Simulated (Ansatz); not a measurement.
System: GeO, charge 1, doublet. GeO+ (parent SMILES [O]=[Ge], doublet).
B3LYP-D3(BJ)/def2-TZVP minimum from Ansatz (a first-principles code):
```xyz
2

Ge     0.0000     0.0000    -0.3569
O      0.0000     0.0000     1.4274
```
Charge +1, spin multiplicity 2.

Total energies in aug-cc-pVQZ, 9 correlated electrons, 15 frozen orbitals. Open shells are spin-unrestricted; no spin-orbit coupling. Cores are frozen in correlated methods (noble-gas shells, and filled d and f shells in the p block). No relativity. The spin of GeO+ (parent SMILES [O]=[Ge], doublet) was assumed, and the state is the lowest solution found for it.

| method | program | energy (Eh) | minus CCSDT(Q) (mEh) |
|---|---|---|---|
| HF | Ansatz | -2149.97566 | 302.55 |
| MP2 | Ansatz | -2150.24784 | 30.37 |
| CCSD | Ansatz | -2150.26480 | 13.41 |
| CCSD(T) | Ansatz | -2150.27660 | 1.61 |
| CCSDT(Q) | Ansatz | -2150.27821 | 0.00 |

Rough core times of Ansatz's runs on a shared machine: CCSD(T) 4 min, CCSDT(Q) 60 min.
